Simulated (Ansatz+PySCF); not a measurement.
**singlet NaI: levels of theory in one basis**

```
atom   x (Å)   y (Å)    z (Å)
  Na  0.0000  0.0000  -2.4341
   I  0.0000  0.0000   0.5052
```

Basis set: def2-SVP (spherical functions, with the set's core potentials past Kr). Frozen core: 5 orbitals. Charge 0, multiplicity 1.

Computed with Ansatz (development build ahead of 0.2.0); each method stands on the lowest determinant of its kind that the runs found.

| method | E − E(RHF) (eV) | <S²> of the determinant |
| --- | --- | --- |
| RHF | 0.00 | 0.00 |
| RHF-MP2 | -3.36 | – |
| RHF-CCSD(T) | -3.62 | – |

What does RHF-CCSD give on the same scale?

-3.56 eV.

Is a single determinant a sound starting point here?

By this sign, yes. Unrestricted orbitals gain 0.00 eV and <S²> is 0.00 against 0.00 for a pure state.
